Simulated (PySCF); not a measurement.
**Lu: ionisation energy**

Lu [Xe] 4f14 5d1 6s2 (2D) → Lu+ [Xe] 4f14 6s2 (1S), as a difference of total energies. Calculation: PySCF 2.14, in x2c-TZVPPall; the spin-free X2C one-electron Hamiltonian (Gaussian nucleus). Correlated levels: valence: [Kr] 4d10 frozen; valence and next inner shell: [Ar] 3d10 frozen. The calculations carry no spin-orbit coupling.

| method | ionisation energy (eV) | error (eV) |
| --- | --- | --- |
| UHF | 4.393 | -0.885 |
| LDA | 5.603 | +0.325 |
| PBE | 5.510 | +0.232 |
| PBE0 | 5.401 | +0.123 |
| r2SCAN | 5.735 | +0.457 |
| B3LYP | 5.415 | +0.137 |
| BLYP | 5.354 | +0.076 |
| r2SCANh | 5.672 | +0.394 |
| MP2 (valence) | 4.740 | -0.538 |
| SCS-MP2 (valence) | 4.643 | -0.635 |
| MP2 (valence and next inner shell) | 4.779 | -0.499 |
| SCS-MP2 (valence and next inner shell) | 4.675 | -0.603 |

Reference: 5.278 eV (measured; NIST levels, between the centres of gravity of the two terms).

Errors of the correlated levels include the incompleteness of this basis and the frozen core.

MP2 underrates the near-degeneracy of ns² with np² in the lower species.
